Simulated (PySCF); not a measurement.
MSb cations for M along group 13

CCSD(T) with double-zeta basis sets in PySCF, for the lowest determinant that a PBE0 search found; no spin–orbit coupling. De refers to high-spin ground-configuration atoms (the charge goes to the atom of lower measured ionisation energy or higher electron affinity, which is not always the lowest computed limit).

```
 M               basis  reference, frozen orbitals  charged atom  state (unpaired electrons)  Re (Å)  ωe (cm⁻¹)  De (eV)
 B  cc-pVDZ/cc-pVDZ-PP                      UHF, 5            B+         quartet (σ ↑, π ↑↑)   2.254        451     1.94
Al           def2-SVPD                      UHF, 9           Al+         quartet (σ ↑, π ↑↑)   2.959        136     0.53
Tl            def2-SVP                      UHF, 8           Tl+         quartet (σ ↑, π ↑↑)   3.467       53.9      n/a
```

The shortest bond is that of BSb⁺ (2.254 Å), the longest that of TlSb⁺ (3.467 Å).

The rows differ in basis set, which adds steps of its own.

Down a group the atoms grow and get heavier, so bonds lengthen and wavenumbers fall; this series shows no clear exception.

Correlated steps freeze the inner cores (5 to 9 orbitals); shallow outer-core shells are correlated. Correlated levels converge slowly with the basis: in double zeta they bind strong bonds too weakly, by up to about 1 eV, and carry superposition errors of some tenths. These are scalar-relativistic numbers at best; spin–orbit coupling would shift them, the dissociation energy most. For an ion De counts to the pair picked by the measured ionisation energies or electron affinities, which need not be the lowest pair at this level. States were picked by a PBE0 search and need not be the measured ground states.
